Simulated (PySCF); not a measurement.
C6H6O, SMILES C#C[C@H]1C=COC1.

Geometry: PBE-D3(BJ)/def2-SVP. The structure was generated by enumeration; whether it is a known compound was not checked. The values are those of a single conformer.

All values below come from TDA-CAM-B3LYP/def2-SVPD in PySCF.

Vertical excitations. The molecule is in vacuum.

Task: Give excitation energies, oscillator strengths and character. (An estimate is asked for; the answer gives what the named calculation found.)

Result: 
```tsv
state	energy (eV)	λ (nm)	f	main pairs
S1	6.16	201	0.029	HOMO→LUMO 80 %
S2	6.38	194	0.001	HOMO−1→LUMO+2 28 %, HOMO−2→LUMO+2 20 %, HOMO−2→LUMO+1 6 %, HOMO−1→LUMO+5 6 %
S3	6.50	191	0.117	HOMO→LUMO+1 57 %
S4	6.59	188	0.002	HOMO→LUMO+2 19 %, HOMO−1→LUMO+4 14 %, HOMO−1→LUMO+2 13 %, HOMO−2→LUMO+2 10 %
S5	6.73	184	0.089	HOMO→LUMO+1 22 %, HOMO−2→LUMO+4 14 %, HOMO−1→LUMO+4 6 %, HOMO→LUMO 6 %
S6	6.90	180	0.004	HOMO→LUMO+2 50 %, HOMO→LUMO+4 12 %
S7	7.01	177	0.035	HOMO→LUMO+4 68 %, HOMO→LUMO+2 10 %
S8	7.27	171	0.008	HOMO→LUMO+3 25 %, HOMO→LUMO+5 24 %, HOMO→LUMO+6 20 %, HOMO→LUMO+7 8 %
S9	7.36	168	0.008	HOMO→LUMO+5 43 %, HOMO→LUMO+3 27 %, HOMO→LUMO+9 8 %
S10	7.58	164	0.011	HOMO→LUMO+6 41 %, HOMO→LUMO+7 31 %, HOMO−1→LUMO 7 %
T1	3.90	318	0	HOMO→LUMO+1 51 %, HOMO→LUMO 30 %
T2	5.19	239	0	HOMO−2→LUMO+2 20 %, HOMO−1→LUMO+2 14 %, HOMO−1→LUMO+4 10 %, HOMO−2→LUMO+4 8 %
T3	5.70	218	0	HOMO−1→LUMO+2 24 %, HOMO−2→LUMO+2 14 %, HOMO−2→LUMO+4 14 %, HOMO−2→LUMO+6 7 %
T4	5.70	217	0	HOMO−2→LUMO+2 18 %, HOMO−1→LUMO+4 18 %, HOMO−1→LUMO+2 8 %, HOMO−1→LUMO+6 8 %
```
Triplets are in the Tamm–Dancoff approximation.
